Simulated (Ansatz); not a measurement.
Isolated molecules relaxed with PBE0-D4/def2-TZVP in Ansatz; ΔE leaves out vibrations. CCSD(T)/CBS is the MP2 limit (def2-TZVPP, def2-QZVPP) plus CCSD(T) − MP2 in def2-TZVPP, frozen cores. DFT in def2-TZVPP. B3LYP here is the variant with VWN-RPA as its local correlation; programs differ in this. Elements past krypton have def2 core potentials. For I outer-core shells are correlated without core-valence functions, which leaves a few kJ/mol of doubt a bond. One conformer a species, not always the lowest.

Reaction (ligand exchange at the Si–C bond): `F[CH]([AlH2])[SiH2][SiH3]` + HI → `[SiH3][SiH2]I` + `F[CH2][AlH2]`

| level | ΔE (kcal/mol) |
| --- | --- |
| B3LYP-D4 | -21.5 |
| HF/def2-TZVPP | -26.7 |

Problem. What does CCSD(T)/CBS give? (Best estimate.)

Solution. Ansatz gave: -23.1 kcal/mol. The listed levels differ from it by 1.6, -3.6 kcal/mol.

Largest T1 diagnostic among the species: 0.013.

The D4 term adds +1.4 kcal/mol with B3LYP and +0.9 kcal/mol with PBE0; it sums over pairs of atoms, weighted by their polarisabilities, and B3LYP, whose exchange is more repulsive, gets the larger term. In def2-TZVPP, CCSD(T) changes the Hartree–Fock value by +5.6 kcal/mol (the triples alone add +0.7 kcal/mol) and MP2 by +3.2 kcal/mol.
